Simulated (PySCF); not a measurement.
HO$_{3}$S, charge +1, singlet, geometry from GFN2-xTB; B3LYP/6-31G, TDA (PySCF).

PySCF was given this input:
```python
from pyscf import gto, scf, dft, tdscf

mol = gto.Mole()
mol.atom = '''
    O    -0.614047    1.192165   -0.514876
    S    -0.120925   -0.004792   -0.000415
    O    -0.796444   -1.124718    0.458048
    O     1.393316   -0.123636    0.080167
    H     2.072202    0.526183   -0.180072
'''
mol.basis = '6-31g'
mol.charge = 1
mol.spin = 0
mol.verbose = 3
mol.build()

mf = dft.RKS(mol)
mf.xc = 'b3lyp'
mf.kernel()
td = mf.TDA()
td.nstates = 10
td.kernel()
td.analyze()
```

Problem. Predict the main parts of the log of this PySCF run.

Solution. 
```
converged SCF energy = -623.635997040324
Excitation energies (eV)
[4.82195815 5.82658304 5.93780289 6.28614242 6.59733739 6.98527675
 7.30968854 7.3991408  8.84969491 8.90569631]

** Singlet excitation energies and oscillator strengths **
Excited State   1:      4.82196 eV    257.12 nm  f=0.0000
Excited State   2:      5.82658 eV    212.79 nm  f=0.0003
Excited State   3:      5.93780 eV    208.80 nm  f=0.0008
Excited State   4:      6.28614 eV    197.23 nm  f=0.0000
Excited State   5:      6.59734 eV    187.93 nm  f=0.0004
Excited State   6:      6.98528 eV    177.49 nm  f=0.0003
Excited State   7:      7.30969 eV    169.62 nm  f=0.0425
Excited State   8:      7.39914 eV    167.57 nm  f=0.0031
Excited State   9:      8.84969 eV    140.10 nm  f=0.3246
Excited State  10:      8.90570 eV    139.22 nm  f=0.1285
```
